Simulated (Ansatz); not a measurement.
Breaking a bond: BH, singlet.

Computed with: RKS-PBE = Ansatz (a first-principles code) with restricted PBE/aug-cc-pVTZ; UKS-PBE = unrestricted PBE/aug-cc-pVTZ (Ansatz); RKS-PBE0 = restricted PBE0/aug-cc-pVTZ (Ansatz); FCI = full CI/aug-cc-pVTZ, frozen core run with Ansatz.

Energies relative to the lowest point of each curve near equilibrium, in eV; the last columns give the error against full CI:

```csv
R / Å,RKS-PBE,UKS-PBE,RKS-PBE0,FCI,RKS-PBE − FCI,UKS-PBE − FCI,RKS-PBE0 − FCI
0.99,0.951,0.921,0.915,0.894,0.057,0.027,0.022
1.04,0.562,0.539,0.531,0.513,0.049,0.025,0.018
1.12,0.185,0.172,0.165,0.154,0.031,0.018,0.011
1.16,0.082,0.074,0.068,0.061,0.021,0.013,0.007
1.22,0.008,0.006,0.004,0.002,0.005,0.004,0.002
1.24,0.000,0.000,0.000,0.000,0.000,0.000,0.000
1.28,0.006,0.009,0.014,0.017,-0.011,-0.008,-0.003
1.31,0.026,0.031,0.040,0.045,-0.020,-0.014,-0.006
1.39,0.130,0.140,0.162,0.172,-0.042,-0.032,-0.010
1.45,0.244,0.255,0.289,0.302,-0.058,-0.046,-0.012
1.53,0.427,0.438,0.492,0.503,-0.077,-0.065,-0.012
1.65,0.738,0.750,0.834,0.838,-0.100,-0.088,-0.004
1.87,1.343,1.355,1.497,1.461,-0.118,-0.107,0.036
2.09,1.919,1.930,2.132,2.022,-0.103,-0.092,0.110
2.20,2.184,2.196,2.427,2.268,-0.083,-0.072,0.159
2.46,2.744,2.751,3.054,2.749,-0.005,0.002,0.305
2.73,3.222,3.109,3.600,3.104,0.118,0.006,0.496
3.00,3.604,3.306,4.047,3.332,0.272,-0.026,0.714
3.34,3.968,3.436,4.488,3.491,0.477,-0.056,0.996
3.76,4.281,3.500,4.883,3.577,0.704,-0.077,1.306
4.37,4.551,3.524,5.252,3.615,0.936,-0.092,1.636
4.94,4.687,3.528,5.457,3.624,1.063,-0.095,1.833
```

RKS-PBE is furthest from FCI at 4.94 (1.063 eV, above); its mean absolute error over the points is 0.198 eV.

UKS-PBE is furthest from FCI at 1.87 (-0.107 eV, below); its mean absolute error over the points is 0.044 eV.

RKS-PBE0 is furthest from FCI at 4.94 (1.833 eV, above); its mean absolute error over the points is 0.350 eV.

The restricted form behind RKS-PBE, RKS-PBE0 keeps the bonding electrons paired and can't separate into open-shell fragments. The unrestricted determinant behind UKS-PBE is spin-contaminated at 0.99 to 1.45, 2.46 to 4.94 Å (<S²> up to 1.0, against 0.00 for a pure singlet).
